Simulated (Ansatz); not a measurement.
Geometry optimisation, RKS PBE0/def2-SVP in Ansatz 0.2.0.

Input file:

```yaml
crystal:
  periodic: [false, false, false]
  atoms:
    - { symbol: "N", position_ang: [1.4465, -1.2137, -2.1047] }
    - { symbol: Al, position_ang: [0.8388, -0.0062, -0.7101] }
    - { symbol: C, position_ang: [0.5342, -0.241, 1.2309] }
    - { symbol: C, position_ang: [-0.7218, 0.4505, 1.2318] }
    - { symbol: C, position_ang: [-0.8881, 0.8338, -0.2502] }
    - { symbol: F, position_ang: [-0.8388, 2.2304, -0.3893] }
    - { symbol: H, position_ang: [1.2851, -0.646, -3.0071] }
    - { symbol: H, position_ang: [0.7675, -1.9536, -2.13] }
    - { symbol: H, position_ang: [0.5077, -1.2937, 1.5845] }
    - { symbol: H, position_ang: [1.3132, 0.3241, 1.8686] }
    - { symbol: H, position_ang: [-1.6129, -0.2757, 1.5267] }
    - { symbol: H, position_ang: [-0.7934, 1.3317, 1.9269] }
    - { symbol: H, position_ang: [-1.8176, 0.4246, -0.7632] }
basis:
  gaussian: { orbitals: def2-SVP }
hamiltonian:
  xc: pbe0
relax:
  f_tol: 0.015
  max_steps: 40
```

Launched with:

```bash
$ ansatz run input.yaml --threads 2 --pin off --max-ram 3072MiB --backend cpu --events-out ev --progress --plain --runs-dir out
```

Where does it end, and by what steps?

The forces met the threshold. After 14 steps the energy has fallen by 1.628 eV; H8 moved furthest, 1.15 Å.

```json
{"step": "0", "energy less start (eV)": "0.0000", "largest force component (eV/Å)": "5.124", "accepted": "yes"}
{"step": "1", "energy less start (eV)": "-1.0218", "largest force component (eV/Å)": "1.953", "accepted": "yes"}
{"step": "2", "energy less start (eV)": "-1.2103", "largest force component (eV/Å)": "1.270", "accepted": "yes"}
{"step": "3", "energy less start (eV)": "-1.3109", "largest force component (eV/Å)": "1.707", "accepted": "yes"}
{"step": "4", "energy less start (eV)": "-1.4673", "largest force component (eV/Å)": "0.501", "accepted": "yes"}
{"step": "5", "energy less start (eV)": "-1.5321", "largest force component (eV/Å)": "0.800", "accepted": "yes"}
{"step": "6", "energy less start (eV)": "-1.5743", "largest force component (eV/Å)": "1.103", "accepted": "yes"}
{"step": "7", "energy less start (eV)": "-1.4785", "largest force component (eV/Å)": "1.391", "accepted": "no"}
{"step": "8", "energy less start (eV)": "-1.6124", "largest force component (eV/Å)": "0.267", "accepted": "yes"}
{"step": "9", "energy less start (eV)": "-1.6182", "largest force component (eV/Å)": "0.210", "accepted": "yes"}
{"step": "10", "energy less start (eV)": "-1.6255", "largest force component (eV/Å)": "0.127", "accepted": "yes"}
{"step": "11", "energy less start (eV)": "-1.6270", "largest force component (eV/Å)": "0.075", "accepted": "yes"}
{"step": "12", "energy less start (eV)": "-1.6276", "largest force component (eV/Å)": "0.018", "accepted": "yes"}
{"step": "13", "energy less start (eV)": "-1.6276", "largest force component (eV/Å)": "0.063", "accepted": "no"}
{"step": "14", "energy less start (eV)": "-1.6278", "largest force component (eV/Å)": "0.004", "accepted": "yes"}
```

```xyz
13
Properties=species:S:1:pos:R:3
N 1.138 -1.159 -2.129
Al 0.446 -0.344 -0.718
C 0.566 -0.313 1.244
C -0.825 0.379 1.172
C -0.978 0.965 -0.245
F -0.398 2.244 -0.276
H 0.847 -1.011 -3.090
H 1.910 -1.817 -2.102
H 0.600 -1.213 1.875
H 1.344 0.378 1.608
H -1.622 -0.374 1.307
H -0.982 1.161 1.937
H -2.025 1.067 -0.569
```

The run took 40 s on 2 threads of Intel(R) Xeon(R) 6975P-C (Granite Rapids), with other jobs on the host, peak memory 0.32 GiB.
